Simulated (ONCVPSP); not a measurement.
Ge: one change to an ONCV potential, before and after

ONCVPSP 4.0.1 input, shortened (lines: element, Z, core and valence counts, functional; n l f; lmax; l rc ep ncon nbas qcut; lloc lpopt rc5 dvloc0; l nproj debl; icmod fcfact rcfact), LDA (Perdew-Zunger), scalar-relativistic:

```
  Ge 32.00    5    2        3      upf
    1    0    2.00
    2    0    2.00
    2    1    6.00
    3    0    2.00
    3    1    6.00
    3    2   10.00
    4    0    2.00
    2
    0    1.70    0.00    5    8    3.60
    1    1.55    0.03    4    9    4.50
    2    0.85    0.00    3    8   14.40
    4    1    0.55   -1.00
    0    2    1.90
    1    2    2.40
    2    2    1.40
    0    0.00    0.00
```

In the p channel the program set the typed energies aside and used 0.050, 2.450 Ha. In the d channel the program set the typed energies aside and used -1.821, 0.250 Ha.

Change: d: rc 1.16.

Cutoffs: the cutoffs (Ha) at which the residual kinetic energy of the hardest occupied pseudo-wave falls to 1 and 0.1 mHa per electron; they do not see the model core or the augmentation charge, which bear on the density cutoff. Errors are all-electron minus pseudo energies relative to the spin-unpolarised reference configuration.

Question: Predict the effect on cutoff, ghosts and configuration errors.

Answer: The potential gets softer (102 Ha and 356 Ha → 79 Ha and 88 Ha); both files keep a bound ghost (s); the number of tests with a reliable result goes from 3 to 4; the errors of the 3 common tests hardly move. A larger radius leaves more room for a smooth pseudo-wave, so fewer plane waves are needed.

| quantity | base | changed |
| --- | --- | --- |
| cutoff, loose | 102 Ha | 79 Ha |
| cutoff, tight | 356 Ha | 88 Ha |
| loose cutoff by channel | s 17 Ha, d 102 Ha | s 17 Ha, d 79 Ha |
| bound ghosts | s | s |
| GHOST(+) flags under 300 eV | p at 9.4 eV | p at 9.4 eV |
| tests with a reliable result | 3 of 4 | 4 of 4 |
| error for 3d10 4s2 4p2, meV [ΔE -23.35 eV] | +86 | +86 |
| error for 3d10 4s2 4p1, meV [ΔE -15.72 eV] | +50 | +50 |
| error for 3d9 4s2 4p2, meV [ΔE 15.59 eV] | -227 | -207 |
| s: phases at 1.72 bohr within 0.05 rad from the reference energy up to (Ha; the scan ends near 5) | 3.7 | 3.7 |
| p: phases at 1.58 bohr within 0.05 rad from the reference energy up to (Ha; the scan ends near 5) | 0.3 | 0.3 |

 A true bound ghost makes a file unfit for plane-wave use even where its test errors are small: the radial tests pick states by their node count and pass the ghost by.
